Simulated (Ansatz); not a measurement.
Cost and result for the atomization energy of CH5PSSi, SMILES `C[SiH]1PS1` (9 atoms, 9 bonds).

Cartesian coordinates in Å:
```
C 0.681 -0.168 1.099
Si 0.298 -0.140 -0.719
P -1.775 -0.094 -1.485
S -0.447 1.634 -1.570
H 1.662 0.274 1.286
H -0.070 0.400 1.650
H 0.693 -1.195 1.472
H 1.287 -0.874 -1.541
H -2.329 0.161 -0.193
```

The species carries charge 0 and has multiplicity 1. The structure was optimised at the PBE0-D4/def2-TZVP level. Program: Ansatz. All runs use 2 threads of an Arm Neoverse V2 on a shared host. Times are those of one run each, without the atoms' runs, and a repeat can differ threefold. Electronic energies, without spin–orbit coupling; frozen cores. CCSD(T)/CBS adds CCSD(T) − MP2 in def2-TZVPP to the MP2 limit, and its time is that of the two runs behind it. T1 = 0.013. HSE06 is the plane-wave form, built on full-range PBE exchange.

CCSD(T)/CBS is a level of theory with its own doubt, some kJ/mol a heavy atom from the limit and from the frozen cores, so smaller differences don't rank the functionals.

```
                             level  functions  wall time  atomization (kcal/mol)  difference from CCSD(T)/CBS  per bond
                  CCSD(T)/def2-SVP         93      3.1 s                   652.5                        -62.3      -6.9
              revPBE-D4/def2-TZVPP        227      3.1 s                   713.4                         -1.4      -0.2
   PBE-D4/def2-TZVPP (with forces)        227      3.8 s                   727.4                         12.6       1.4
                PBE0-D4/def2-TZVPP        227      4.8 s                   718.2                          3.4       0.4
               BHLYP-D4/def2-TZVPP        227        5 s                   698.1                        -16.7      -1.9
               HSE06-D4/def2-TZVPP        227      5.5 s                   718.7                          3.9       0.4
r2SCAN-D4/def2-TZVPP (with forces)        227      8.5 s                   719.8                          5.0       0.6
               PBE-QIDH/def2-TZVPP        227      8.5 s                   710.6                         -4.2      -0.5
                ωB97X-V/def2-TZVPP        227       12 s                   723.6                          8.8       1.0
  ωB97M-V/def2-TZVPP (with forces)        227       18 s                   721.7                          6.9       0.8
                    MP2/def2-QZVPP        417       27 s                   710.6                         -4.2      -0.5
                CCSD(T)/def2-TZVPP        227      100 s                   690.9                        -23.9      -2.7
                 CCSD(T)/CBS(def2)          –    2.1 min                   714.8                          0.0       0.0
```

In def2-TZVPP, CCSD(T) changes the Hartree–Fock value by +181.6 kcal/mol (the triples alone add +12.6 kcal/mol) and MP2 by +187.2 kcal/mol; breaking electron pairs costs correlation energy, which Hartree–Fock lacks. At CCSD(T), def2-SVP lies −62.4 kcal/mol from the extrapolated value and def2-TZVPP −23.9 kcal/mol: correlation converges slowly with the basis, and small sets miss more of it in the bonded molecule than in its fragments. From BLYP to BHLYP (50 % exact exchange), in def2-TZVPP and without D4, the atomization energy moves by −8.2 kcal/mol: exact exchange takes away binding that semilocal exchange gives to molecules.
